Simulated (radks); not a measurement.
Task: The table gives one normalised radial function P(r) = r R(r) (large component) of Tc12+ in [Ar] 3d10 4s2 4p1 (r in bohr). Calculated with a radial shooting solver on a logarithmic mesh with Libxc functionals: Dirac Kohn-Sham, RPBE, spin-unpolarised, spherical densities, point nucleus; open shells fill j = l - 1/2 first.

r,P
0.004668,0.1545
0.005981,0.1837
0.007665,0.2141
0.009901,0.2438
0.01269,0.2664
0.01626,0.2758
0.021,0.2618
0.02691,0.2143
0.03449,0.1239
0.04455,-0.0174
0.05709,-0.1877
0.07375,-0.3586
0.0945,-0.4542
0.1211,-0.4050
0.1564,-0.1554
0.2005,0.2326
0.2569,0.5949
0.3318,0.6889
0.4252,0.3510
0.5449,-0.3154
0.7039,-0.9820
0.902,-1.2267
1.165,-0.9648
1.493,-0.4989
1.913,-0.1617
2.472,-0.0274
3.167,-0.0024

Which n and l does it have? It may be an empty orbital.

Result: n = 4, l = 0: the number of nodes gives n - l - 1 = 3, the rise at small r points to l (this Dirac orbital starts as r^gamma with gamma = sqrt((l + 1)^2 - (Z/c)^2) = 0.95; the j = 1/2 orbital of l + 1 starts with the same power, but with a smaller coefficient, and then steepens), and the extent must fit the shell. The curve is that of 4s1/2. 4s1/2: eigenvalue -280.89 eV, 3 radial nodes at r = 0.0433, 0.174, 0.489 bohr, <r> = 0.945 bohr, 90 % of the charge inside 1.35 bohr.
